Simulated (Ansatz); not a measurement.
Reaction (redistribution): `[OH][Mg][Cl]` + `N[SiH]1[SiH2]S1` → `[NH2][Mg][Cl]` + `O[SiH]1[SiH2]S1`

Program: Ansatz. Geometries: PBE0-D4/def2-TZVP. ΔE: electronic, gas phase. CBS: MP2 limit from def2 TZ/QZ plus the TZ coupled-cluster correction, frozen cores. Functionals use def2-TZVPP. HSE06 is defined as in plane-wave codes. For Mg outer-core shells are correlated without core-valence functions, which leaves a few kJ/mol of doubt a bond. One conformer a species, not always the lowest.

| level | ΔE (kJ/mol) |
| --- | --- |
| PBE-D4 | 18.9 |
| PBE0-D4 | 21.6 |
| BHLYP-D4 | 23.6 |
| ωB97X-V | 22.1 |
| HSE06 | 20.2 |
| LC-ωPBE | 25.4 |
| MP2/def2-SVP | 35.9 |
| SCS-MP2/def2-QZVPP | 23.7 |

Q: What does CCSD(T)/CBS give? (Estimate.)

A: Computed: +23.1 kJ/mol. The listed levels differ from it by -4.2, -1.5, 0.5, -1.0, -2.9, 2.3, 12.8, 0.6 kJ/mol.

Largest T1 diagnostic among the species: 0.014.

Leaving LDA and LC-ωPBE aside and taking each functional with its dispersion term where it has one, the values, not all of them listed here, spread over 6.0 kJ/mol, from B97M-V to BHLYP-D4. From BLYP to BHLYP (50 % exact exchange), in def2-TZVPP and without D4, ΔE moves by +4.9 kJ/mol. At CCSD(T), def2-SVP lies +10.6 kJ/mol from the extrapolated value and def2-TZVPP −4.4 kJ/mol.
